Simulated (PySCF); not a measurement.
A GIAO shielding run with PySCF (density fitting, non-relativistic, gas phase) on SMILES [SiH3]CC[Si](P)(P)Cl, C$_{2}$H$_{11}$ClP$_{2}$Si$_{2}$:

```
$ OMP_NUM_THREADS=1 python probes_run.py task.json out

{"job": {"kind": "nmr", "xc": "PBE0", "basis": "pcSseg-1"}, "charge": 0, "multiplicity": 1}
Si     2.177220     0.695177     0.377542
C      1.459797    -0.940480    -0.276915
C      0.308346    -0.774735    -1.265546
Si    -1.331307    -0.215571    -0.448224
P     -1.534623    -1.375485     1.495646
P     -1.457745     2.060176    -0.434055
Cl    -2.852320    -0.880626    -1.660585
H      2.555148     1.539413    -0.755776
H      1.172588     1.387216     1.193709
H      3.349108     0.386714     1.198101
H      1.121419    -1.561940     0.558851
H      2.261926    -1.501231    -0.763242
H      0.121210    -1.729367    -1.763810
H      0.588316    -0.064227    -2.045232
H     -0.915810    -0.404481     2.267628
H     -2.800260    -0.889273     1.786270
H     -1.388277     2.183931     0.945232
H     -2.843495     2.091104    -0.421251
```

Hardware: 1 thread of an Arm Neoverse V2, shared host. The job also computes population analyses, field gradients.

**Question.** How large is the calculation?

**Answer.** 98 electrons, 209 basis functions and 1205 auxiliary functions.

**Question.** How long does it take, and how much memory does it need?

**Answer.** 39 s of wall time, with 12 SCF cycles and 4 response iterations; peak memory 0.93 GiB. Times on a shared host scatter by some tens of per cent.
